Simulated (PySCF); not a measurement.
UHF on Zn⁺ (zinc, charge +1)

Configuration: [Ar] 3d10 4s1, 2S determinant. Calculation: PySCF 2.14, in aug-cc-pVDZ-DK (7s6p4d2f, 59 functions); the spin-free X2C one-electron Hamiltonian (Gaussian nucleus).

- Total energy: -1793.980412 hartree
- One-electron energy: -2494.6343 hartree
- Hartree (Coulomb) energy: 771.0536 hartree
- Exchange energy: -70.3997 hartree
- ⟨S²⟩: 0.7509
- ⟨L²⟩: 0.000
- Sum of ⟨r⟩: 18.65 bohr
- Sum of ⟨r²⟩: 22.41 bohr²
- Langevin diamagnetic susceptibility: -17.8 ×10⁻⁶ cm³/mol
- Time after the integrals: 0.25 s of wall time on 1 thread of Neoverse-V1 (shared host)

```
shell  electrons  mean orbital energy (hartree)  rms radius, mean of both spins (bohr)
 1s α          1                     -357.89196                                 0.0580
 1s β          1                     -357.88828                                 0.0580
 2s α          1                      -45.67043                                  0.244
 2s β          1                      -45.66788                                  0.244
 2p β          3                      -39.47951                                  0.219
 2p α          3                      -39.47840                                  0.219
 3s α          1                       -6.14628                                  0.732
 3s β          1                       -6.13639                                  0.732
 3p α          3                       -4.22359                                  0.777
 3p β          3                       -4.22307                                  0.777
 3d α          5                       -1.10945                                  0.998
 3d β          5                       -1.10830                                  0.998
 4s α          1                       -0.62348                                   2.71
```

Densities and radii are taken from the X2C orbitals without a picture-change correction, which distorts them close to the nucleus.
